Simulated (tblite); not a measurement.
C2H11GeNSi.
Z-matrix (Å and degrees, GFN2-xTB geometry), rows numbered from 1:
```
C 
N   1  1.4417
Si  2  1.7140  1  122.89
C   3  1.8965  2  105.96  1   177.00
Ge  4  1.9558  3  114.26  2    62.70
H   1  1.0875  2  108.57  3   -34.89
H   1  1.0916  2  110.30  3  -153.95
H   1  1.0955  2  112.66  3    84.76
H   2  1.0102  1  111.87  3  -149.79
H   3  1.4687  2  106.41  1    59.26
H   3  1.4766  2  116.02  1   -61.68
H   4  1.0885  3  110.04  2   -60.26
H   4  1.0884  3  107.97  2  -176.39
H   5  1.4972  4  112.54  3    54.12
H   5  1.5001  4  112.58  3   -66.23
H   5  1.5016  4  112.18  3   174.35
```

Computed with GFN2-xTB (tblite): harmonic, unscaled wavenumbers at the GFN2-xTB geometry, gas phase. Against measured fundamentals such values can be off by several per cent, at times by over 20. Modes of hydrogen on germanium and silicon can be 10 to 20 % off. One conformer, not necessarily the lowest.

Harmonic wavenumbers (cm⁻¹): 40.1, 82.3, 100.8, 128.8, 149.3, 181.3, 302.8, 444.6, 469.4, 482.7, 495.1, 573.0, 613.9, 683.9, 745.3, 766.3, 797.7, 819.4, 844.2, 869.0, 875.0, 1015.3, 1064.8, 1109.1, 1118.2, 1162.8, 1359.9, 1423.1, 1441.1, 1492.4, 1503.7, 1945.1, 2025.1, 2046.3, 2134.2, 2214.8, 2911.5, 2975.8, 2979.2, 2988.5, 3033.1, 3422.0.

A = 5097, B = 978.8, C = 868.1 MHz; mass 150.987 u (most abundant isotopes); point group C1, symmetry number 1.

Q: What is the zero-point energy?

A: Half the sum of the wavenumbers: 25915 cm⁻¹ = 310.02 kJ/mol.

Q: Entropy at 298.15 K, 1 bar (ideal gas, RRHO, classical rotation)?

A: Translation 171.43, rotation 120.07, vibration 116.54: S = 408.0 J/(mol K).

Q: And Cp and H(298.15 K) − H(0)?

A: Cp = 149.50 J/(mol K), of which vibrations give 116.24 (their classical limit is 42 R = 349.2); H(298.15 K) − H(0) = 27.79 kJ/mol without the zero-point energy, 17.87 from vibrations.

Q: How do the functions run with temperature in this model?

A: 
```
 T (K)  S (J/(mol K))  Cp (J/(mol K))  H − H(0) (kJ/mol)  G − H(0) (kJ/mol)  ln q(vib)
    50          246.3            56.8               2.13             -10.18       0.58
   100          292.4            76.8               5.52             -23.73       1.85
373.15          444.4           175.1              39.98            -125.85       8.61
   500          500.9           211.1              64.57            -185.87      11.58
   750          596.8           261.6             124.12            -323.46      17.12
  1000          676.9           294.9             193.96            -482.95      22.19
```

q(vib) and H(0) count from the zero-point level.

Q: Which modes carry the vibrational entropy at 298.15 K?

A: 40.1 cm⁻¹: 21.98; 82.3 cm⁻¹: 16.05; 100.8 cm⁻¹: 14.39; 128.8 cm⁻¹: 12.40; 149.3 cm⁻¹: 11.22; 181.3 cm⁻¹: 9.69 J/(mol K); the other 36 give 30.82 together.

Q: Blend soft modes into free rotors: weight 1/[1 + (100 cm⁻¹/ν̃)⁴] for the oscillator and the rest for a rotor with moment μB/(μ + B), μ = h/(8π²ν), B = 10⁻⁴⁴ kg m². What vibrational entropy results?

A: 106.45 J/(mol K) in place of 116.54, which changes −T·S at 298.15 K by +3.01 kJ/mol.

Q: What must be added to the electronic energy to get the Gibbs energy at 298.15 K and 1 bar?

A: ZPE + [H(298.15 K) − H(0)] − T·S = 310.02 + 27.79 − 121.66 = 216.15 kJ/mol.

Hindered rotation and anharmonicity are outside this model. Other conformers, if any are populated, would add a mixing term that is left out. The structure is chiral; the term R ln 2 for an equal mix with its mirror image is left out.
